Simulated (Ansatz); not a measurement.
# Interaction energy ladder

The pair of Cu⁺ (SMILES [Cu+], atom 1) and C$_{2}$H$_{6}$ (SMILES CC, atoms 2–9), both closed shells, in one local arrangement (a lower one may exist), relaxed at PBE0-D4/def2-TZVP:

Cu1  (0.542, -0.310, -2.339)
C2  (-0.319, 0.193, -0.408)
C3  (0.206, -0.130, 0.983)
H4  (-0.580, -0.774, -0.924)
H5  (-1.255, 0.753, -0.413)
H6  (0.412, 0.885, -0.914)
H7  (0.379, 0.794, 1.537)
H8  (1.142, -0.688, 0.950)
H9  (-0.528, -0.723, 1.528)
(Å)

Program: Ansatz 0.2.0. Basis: def2-TZVPPD, with def2-QZVPPD for the basis limit. Cores are frozen in the correlated methods. The 3s and 3p shells of Cu and Zn are frozen; filled d shells are correlated. B3LYP uses VWN-RPA correlation. Extrapolation: Hartree–Fock as exp(−7.88 √X), correlation as X^−2.97. Interaction energies count from these two fragments, frozen as in the pair, with the counterpoise correction; negative means bound.

Question: What is the interaction energy by CCSD(T) at an estimated basis limit (MP2 extrapolated from triple and quadruple zeta, plus CCSD(T) − MP2 in triple zeta)? (An estimate is asked for; the value comes from the calculation.)

Answer: By the calculation: -27.15 kcal/mol. Hartree–Fock alone gives -11.80 kcal/mol at the basis limit. It counts from the two fragments frozen as in the pair.

The same quantity by other methods in triple zeta, and each one's difference from that estimate:
```csv
method,E_int (kcal/mol),difference
PBE-D4,-37.02,-9.87
revPBE-D4,-32.76,-5.61
BLYP-D4,-34.63,-7.48
r2SCAN-D4,-37.10,-9.95
B97M-V,-34.88,-7.73
PBE0-D4,-31.14,-3.99
B3LYP-D4,-30.76,-3.61
HSE06-D4,-31.03,-3.88
wB97X-V,-28.65,-1.50
wB97M-V,-28.65,-1.49
B2PLYP,-28.00,-0.85
HF,-11.70,15.45
MP2,-25.57,1.58
CCSD,-22.27,4.88
CCSD(T),-24.28,2.87
```
Differences are method less estimate.

Energy to bend the free fragments (PBE0-D4 minima) into their shapes in the pair, CCSD(T)/def2-TZVPPD: C$_{2}$H$_{6}$ 3.17 kcal/mol. This must be added to the interaction energy to get the binding energy from relaxed fragments.

Basis-set superposition shift (counterpoise-corrected less uncorrected): CCSD(T) 1.97; MP2 1.78; HF 0.45; PBE0-D4 0.51; wB97M-V 0.46 kcal/mol.

The T1 diagnostic stays at or below 0.017.

For scale, one of the runs: CCSD(T)/def2-TZVPPD, 243 basis functions, launched by `ansatz run in.yaml --threads 4 --pin off --events-out ev --progress --plain --max-ram 9574MiB`. Time: 24 s of wall clock on 4 CPU threads of an Intel Xeon 6975P-C; the host was shared. Peak host memory: 4.9 GiB.
